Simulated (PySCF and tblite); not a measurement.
Values are calculated unless marked as measured or tabulated.
# C6H4OS3, numbered as in [OH:1][c:2]1[cH:3][c:4]2[cH:5][c:6]([SH:7])[s:8][c:9]2[s:10]1: conformational analysis

Conformers came from 90 starts (ETKDG and KDG, MMFF94s, GFN2-xTB); geometries are GFN2-xTB. Energies: PBE0-D3(BJ)/pcSseg-1, with GFN2-xTB thermal terms (modes under about 100 cm⁻¹ blended into free rotors). Symmetry numbers and mirror images are counted. Conformers within 2.5 kcal/mol (GFN2-xTB free energy) were kept, 4 at most. GIAO shieldings: PBE0/pcSseg-1. Shifts are against TMS (¹H), TMS (¹³C) at the same level. Run with PySCF (density fitting) and tblite.

Torsions listed: H1–O1–C2–S10, S8–C6–S7–H7.

| conformer | shape | symmetry | E(GFN2) kcal/mol | E(DFT) kcal/mol | G(298.15 K) kcal/mol | weight % | dipole D |
| --- | --- | --- | --- | --- | --- | --- | --- |
| 1 | 180°, 0° | Cs | 0.80 | 0.00 | 0.00 | 58.6 | 1.56 |
| 2 | 180°, 180° | Cs | 1.31 | 0.44 | 0.54 | 23.4 | 3.39 |
| 3 | 0°, 0° | Cs | 0.00 | 1.06 | 0.91 | 12.5 | 1.55 |
| 4 | 0°, 180° | Cs | 0.29 | 1.40 | 1.40 | 5.5 | 1.26 |

Weights (%) against temperature:

```
 T (K)     1     2     3    4  S(mix) cal/mol/K
   250  64.2  22.2   9.8  3.8              1.93
298.15  58.6  23.4  12.5  5.5              2.13
   350  53.8  24.1  14.9  7.2              2.28
```

Averaged shifts at 298.15 K. ¹H: 6.80 (H5, 1H), 6.22 (H3, 1H) ppm. ¹³C: 173.8 (C2), 146.5 (C4), 142.8 (C6), 129.1 (C9), 120.4 (C5), 99.0 (C3) ppm.

Coordinates of conformer 1 (Å):

```xyz
14

O    -3.530    0.546    0.805
C    -2.210    0.318    0.636
C    -1.465    0.376   -0.496
C    -0.100    0.064   -0.246
C     1.087   -0.031   -1.015
C     2.158   -0.377   -0.253
S     3.802   -0.596   -0.830
S     1.766   -0.603    1.440
C     0.123   -0.219    1.091
S    -1.301   -0.116    2.067
H    -3.937    0.777   -0.039
H    -1.857    0.626   -1.465
H     1.146    0.147   -2.072
H     4.316   -0.912    0.356
```

The minima are those of GFN2-xTB; planar forms about aryl–S or allylic bonds may be saddles in DFT. Other tautomers (keto forms of OH, thione forms of SH) aren't considered and may dominate. H on N, O and S are left out: they exchange, and hydrogen bonds move them by several ppm. Shifts are unscaled: against experiment ¹³C can be off by 15 ppm or more and ¹H by 0.8 ppm.

Search and properties took 2.1 min on 1 thread of AMD EPYC 7B13, shared host (rough), launched as `OMP_NUM_THREADS=1 python ens_run.py task.json out`.
